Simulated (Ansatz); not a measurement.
Basis-set extrapolation for C₃H₇NO₂Si, SMILES `CO[SiH](C#N)OC` (PBE0-D4/def2-TZVP geometry, frozen core, Ansatz). Multiplicity 1, RHF reference.

|  | def2-TZVPP | def2-QZVPP |
| --- | --- | --- |
| HF | -611.020222 | -611.044728 |
| MP2 correlation | -1.263324 | -1.355058 |
| CCSD(T) correlation | -1.354915 | not run |

Energies in hartree. Use E(X) = E(∞) + A·exp(−7.88·√X) for Hartree–Fock and E(X) = E(∞) + B·X^(−2.97) for correlation, with X = 3 and 4, and add CCSD(T) minus MP2 of the smaller set to the MP2 limit.

What is the CCSD(T) energy at the basis-set limit?

HF limit: -611.044728 + (-0.024506) × 0.13774 = -611.04810. MP2 limit: -1.355058 + (-0.091734) × 0.74074 = -1.42301. Higher-order term: -1.354915 − (-1.263324) = -0.09159. Total: -612.56270 hartree, 492.4 kJ/mol below CCSD(T)/def2-TZVPP.
